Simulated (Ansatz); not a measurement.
GaMe2(OMe) (C3H9GaO), relaxed as a singlet with RKS r2SCAN-D4/def2-SVP in Ansatz, starting from the GFN2-xTB geometry. Force threshold 0.02 eV/Å.

Start:

```xyz
14

C     1.088    2.030   -0.350
C    -1.597    0.356    1.672
C     0.467   -2.198   -1.222
Ga   -0.116    0.491    0.265
O     0.179   -0.999   -0.548
H     0.711    2.990    0.000
H     1.140    2.035   -1.440
H     2.098    1.886    0.039
H    -1.187   -0.028    2.607
H    -2.366   -0.334    1.324
H    -2.043    1.332    1.866
H     1.524   -2.238   -1.497
H    -0.135   -2.267   -2.132
H     0.237   -3.056   -0.584
```

Estimate the energy that the relaxation releases and the steps that it takes.

10.3 kcal/mol, in 26 steps; 54 s on 4 threads of Arm Neoverse V2 on a shared host. The force fell under the threshold at step 19, but the optimiser went on. No frequencies were taken in this run, so the end may be a saddle point.

Does the start keep its bonding?

By distances, no bond broke or formed. The bond that changes most is C2–Ga4, from 2.05 to 1.95 Å (atoms count from 1).

Predict the relaxed structure.


```csv
atom,x (Å),y (Å),z (Å)
C1,1.105,1.493,-0.314
C2,-1.688,0.546,1.713
C3,0.545,-1.864,-1.293
Ga4,-0.288,0.293,0.376
O5,-0.329,-1.364,-0.322
H6,1.071,2.480,0.171
H7,0.986,1.638,-1.400
H8,2.106,1.061,-0.151
H9,-1.248,0.708,2.711
H10,-2.331,-0.346,1.755
H11,-2.310,1.426,1.484
H12,1.300,-1.127,-1.637
H13,-0.015,-2.200,-2.187
H14,1.097,-2.743,-0.907
```
Bond lengths: 2 × C–Ga 1.95 to 1.96 Å; 1 × C–O 1.40 Å; 1 × Ga–O 1.80 Å; 9 × C–H 1.10 to 1.11 Å.
